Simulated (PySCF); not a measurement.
From one molecule to another.

First species: C4H4N4.
Structure used (GFN2-xTB), in Å, numbered top down from 1:
```xyz
12
C4H4N4 angstrom
C      2.1347    0.1424    0.1265
N      0.7225   -0.0792    0.1764
N      0.2029   -1.2629    0.4034
C     -1.1033   -1.0798    0.3534
C     -1.3325    0.2845    0.0817
C     -2.5620    0.9476   -0.0581
N     -3.5861    1.4501   -0.1648
N     -0.1396    0.8764   -0.0221
H      2.3282    1.1898    0.3480
H      2.6191   -0.5022    0.8575
H      2.5201   -0.0933   -0.8676
H     -1.8029   -1.8741    0.5043
```

Second species: C₇H₇NO.
Numbering: `[CH:1]1=[CH:2][n:3]2[cH:4][cH:5][cH:6][c:7]2[CH2:8][O:9]1` (hydrogens: H10 on C1; H11 on C2; H12 on C4; H13 on C5; H14 on C6; H15, H16 on C8)

Geometry (GFN2-xTB, Å), atoms numbered from 1 in this order:
```xyz
16
C7H7NO angstrom
C     -2.102    0.807    0.077
C     -0.933    1.443    0.010
N      0.237    0.692   -0.020
C      1.534    1.097   -0.068
C      2.328   -0.017   -0.074
C      1.476   -1.142   -0.027
C      0.191   -0.670    0.005
C     -1.126   -1.381    0.042
O     -2.273   -0.534    0.123
H     -3.048    1.323    0.109
H     -0.842    2.514   -0.019
H      1.789    2.138   -0.091
H      3.399   -0.035   -0.109
H      1.774   -2.172   -0.020
H     -1.243   -2.001   -0.861
H     -1.168   -2.054    0.911
```

Levels: B3LYP/def2-SVPD for dipole moment, HOMO energy, LUMO energy, HOMO–LUMO gap, static isotropic polarisability and electronic spatial extent ⟨r²⟩ about the centre of nuclear charge; TDDFT B3LYP/def2-SVPD for lowest singlet excitation; TDA B3LYP/def2-SVPD for lowest triplet excitation (Tamm–Dancoff); GFN2-xTB for rotational constant A and rotational constant C. Geometries: GFN2-xTB. Each structure is a single optimised conformer of the isolated species, non-relativistic unless stated. Electronic properties by PySCF.

Question: Which has the higher HOMO energy?

Answer: The second: -5.63 eV against -8.01 eV, a difference of 2.38 eV.

Question: Which of the two has the higher static isotropic polarisability, and by how much?

Answer: The second: 89.8 au against 72.2 au, a difference of 17.6 au.

Question: Which of the two has the higher S1 energy, and by how much?

Answer: The first: 6.00 eV against 4.73 eV, a difference of 1.27 eV.

Question: Which of the two has the higher T1 energy, and by how much?

Answer: The first: 4.43 eV against 3.52 eV, a difference of 0.91 eV.

Question: Which of the two has the higher LUMO energy, and by how much?

Answer: The second: -0.27 eV against -1.57 eV, a difference of 1.30 eV.

Question: Which has the higher rotational constant A?

Answer: The first: 7.052 GHz against 3.893 GHz, a difference of 3.159 GHz.

Question: Which has the higher HOMO–LUMO gap?

Answer: The first: 6.44 eV against 5.36 eV, a difference of 1.08 eV.

Question: Which has the higher rotational constant C?

Answer: The first: 1.169 GHz against 1.150 GHz, a difference of 0.019 GHz.

On the first: The vertical singlet–triplet gap S1 − T1 is 1.57 eV (TDDFT singlet less Tamm–Dancoff triplet; S1: HOMO→LUMO, weight 0.85; T1: HOMO→LUMO, weight 0.91). The polarisability is 10.69 Å³ as a volume (1 au = 0.148185 Å³), or 1.29 au for each of the 56 electrons. GFN2-xTB frequencies show an imaginary mode (24i cm⁻¹), so this geometry is no minimum at that level.

On the second: The dipole equals about 2.0 × 10⁻³⁰ C·m (1 D = 3.33564 × 10⁻³⁰ C·m). No computed singlet falls in the visible range (750 to 380 nm, 1.65 to 3.26 eV); S1 lies 1.47 eV above its blue end. GFN2-xTB frequencies show an imaginary mode (85i cm⁻¹), so this geometry is no minimum at that level.
